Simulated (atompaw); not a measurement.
## Sm: one change to a PAW (atompaw) potential, before and after

atompaw 4.2.0.5 input, output lines left out:

```
Sm 62
GGA-PBE scalarrelativistic loggrid 2001 logderivrange -5 5 251
6 6 5 4 0 0
6 0 1.5
6 1 0
5 2 0.5
4 3 6
0 0 0
c
c
c
c
v
v
c
c
c
v
v
c
c
v
v
3
3.00 2.20 2.00 1.50
n
n
y
3
n
y
0.45
n
custom polynom gramschmidtortho sinc
4 -0.5 troulliermartins
2.55
3.00
2.20
2.50
3.00
3.00
1.70
1.70
```

Change: augmentation sinc compensation charge, radius 2.20 bohr; PAW radius 3.00 bohr; waves and projectors: modrrkj vanderbiltortho.

Cutoffs: the cutoffs (Ry, on a coarse ladder) from which the occupation-weighted sum of valence levels, in a spherical-Bessel basis at the reference potential, stays within 10 and 1 mRy of its value at 400 Ry; they do not see the model core or the augmentation charge, which bear on the density cutoff.

Task: What does the change do?

Result: The potential gets softer (60 Ry and 100 Ry → 45 Ry and 80 Ry); the range in which the s phases agree widens (upper end 1.2 → 3.8); the range in which the d phases agree narrows (upper end at the end of the scan → 0.4); neither file shows a bound ghost.

| quantity | base | changed |
| --- | --- | --- |
| cutoff, loose | 60 Ry | 45 Ry |
| cutoff, tight | 100 Ry | 80 Ry |
| loose cutoff by channel (10 mRy a level) | s 8 Ry, p 12 Ry, d 8 Ry, f 40 Ry | s 6 Ry, p 12 Ry, d 8 Ry, f 35 Ry |
| bound ghosts | none | none |
| s: phases at 3.00 bohr within 0.05 rad from the reference energy up to (Ry; the scan ends near 5) | 1.2 | 3.8 |
| p: phases at 3.00 bohr within 0.05 rad from the reference energy up to (Ry; the scan ends near 5) | 3.9 | 4.4 |
| d: phases at 3.00 bohr within 0.05 rad from the reference energy up to (Ry; the scan ends near 5) | to the end of the scan | 0.4 |
| f: phases at 3.00 bohr within 0.05 rad from the reference energy up to (Ry; the scan ends near 5) | 4.8 | n/a |
| lowest overlap eigenvalue by channel | s 0.61, p 0.80, d 0.86, f 0.98 | s 0.61, p 0.87, d 1.00, f 1.00 |

 The cutoffs see the waves, projectors and local potential, not the compensation charge or the core.
